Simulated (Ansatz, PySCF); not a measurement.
This PySCF input computes a CCSD(T)/cc-pVDZ energy:

```python
from pyscf import gto, scf, mp, cc as ccmod

mol = gto.M(
    atom='''
    C    -0.09466681   -0.02898391   -0.78450900
    O    -0.03409954   -0.01084220    0.48128162
    H     0.84079711    0.26064102    0.85680100
    ''',
    basis='cc-pvdz',
    charge=0,
    spin=1,
    verbose=4,
)

mf = scf.UHF(mol)
mf.conv_tol = 1e-10
mf.max_cycle = 100
mf.kernel()
mo, _, stable, _ = mf.stability(return_status=True)
if not stable:
    mf.kernel(mf.make_rdm1(mo, mf.mo_occ))
mp2 = mp.MP2(mf, frozen=2).run()
cc = ccmod.CCSD(mf, frozen=2)
cc.max_cycle = 100
cc.kernel()
et = cc.ccsd_t()
print(f'E(CCSD(T)) = {cc.e_tot + et:.9f}')
```

Question: Write an input for the same energy in Ansatz (an electronic-structure program) and say what it gives.

Answer: 
Ansatz 0.2 input:
```yaml
crystal:
  periodic: [false, false, false]
  atoms:
    - {symbol: C, position_ang: [-0.09466681, -0.02898391, -0.78450900]}
    - {symbol: O, position_ang: [-0.03409954, -0.01084220, 0.48128162]}
    - {symbol: H, position_ang: [0.84079711, 0.26064102, 0.85680100]}
basis:
  gaussian:
    orbitals: cc-pVDZ
magnetization: {spin_polarized: true, initial_magnetization: 1}
correlation: {method: ccsd_t, electrons: outside_noble_gas}
```
It gives -113.51011 Eh, and PySCF -113.51011 Eh, a difference of 0.00 mEh.

It need not be the lowest isomer of its formula.
